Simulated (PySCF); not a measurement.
# N (nitrogen, neutral) across methods

[He] 2s2 2p3, high-spin 4S determinant. Computed with PySCF 2.14 in aug-cc-pwCVDZ (5s4p2d, 27 functions), with the non-relativistic Hamiltonian (point nucleus).

| method | E (hartree) | mean ε 2s α (eV) | mean ε 2s β (eV) | mean ε 2p α (eV) | Σ⟨r²⟩ (bohr²) | ⟨S²⟩ |
| --- | --- | --- | --- | --- | --- | --- |
| M06-L | -54.5924 | -21.821 | -15.412 | -8.824 | 12.24 | 3.760 |
| PBE0 | -54.5352 | -22.982 | -16.890 | -10.214 | 12.43 | 3.753 |
| UHF | -54.39326 | -31.703 | -19.874 | -15.526 | 12.17 | 3.757 |
| LDA | -54.1243 | -19.672 | -15.331 | -8.389 | 12.66 | 3.753 |
| PBE | -54.5238 | -19.911 | -15.345 | -8.297 | 12.64 | 3.752 |
| r2SCAN | -54.5718 | -21.433 | -15.305 | -8.908 | 12.37 | 3.754 |
| M06-2X | -54.5786 | -24.992 | -18.745 | -11.693 | 12.38 | 3.754 |
| r2SCANh | -54.5719 | -22.471 | -15.896 | -9.612 | 12.33 | 3.755 |

Question: Estimate the same row for CAM-B3LYP.

Answer: E (hartree) = -54.5735; mean ε 2s α (eV) = -24.345; mean ε 2s β (eV) = -18.722; mean ε 2p α (eV) = -11.659; Σ⟨r²⟩ (bohr²) = 12.51; ⟨S²⟩ = 3.753.
